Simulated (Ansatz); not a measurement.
Reaction (ligand exchange at the Hf–F bond): `[F][Hf]([F])([F])[F]` + `N=C=O` → `O=C=[N][Hf]([F])([F])[F]` + H–F

Computed with Ansatz on PBE0-D4/def2-TZVP structures; ΔE is electronic, products minus reactants. CCSD(T)/CBS adds triple-zeta CCSD(T) − MP2 to the extrapolated MP2 energy (def2 sets, frozen cores). This one scheme is used for every species. DFT in def2-TZVPP. Elements past krypton have def2 core potentials. For Hf outer-core shells are correlated without core-valence functions, which leaves a few kJ/mol of doubt a bond. Each species was taken in one conformer, which may not be the lowest.

Task: Is it downhill or uphill in electronic energy at CCSD(T)/CBS, and by how much? (Estimate.)

Result: Computed: Uphill: ΔE = +0.39 eV.

Task: What do these levels give: PBE, BLYP, r2SCAN, PBE0, BHLYP, RPA@PBE/def2-TZVPP? (An estimate is asked.)

Result: Computed: PBE 0.56, BLYP 0.61, r2SCAN 0.54, PBE0 0.48, BHLYP 0.46, RPA@PBE/def2-TZVPP 0.40 eV.

Task: What do rigid-rotor, harmonic-oscillator terms from PBE0-D4/def2-TZVP frequencies (298.15 K, 1 bar) make of the CCSD(T)/CBS value? (An estimate is asked.)

Result: Ansatz gave: ΔZPE = -0.02 eV, ΔH = +0.41 eV, ΔS = 3 J/(mol·K), ΔG = +0.40 eV.

Largest T1 diagnostic among the species: 0.018.

From BLYP to BHLYP (50 % exact exchange), in def2-TZVPP and without D4, ΔE moves by −0.14 eV. The D4 term adds −0.05 eV with B3LYP and −0.03 eV with PBE0; it sums over pairs of atoms, weighted by their polarisabilities, and B3LYP, whose exchange is more repulsive, gets the larger term.

B3LYP here is the variant with VWN-RPA as its local correlation; programs differ in this.
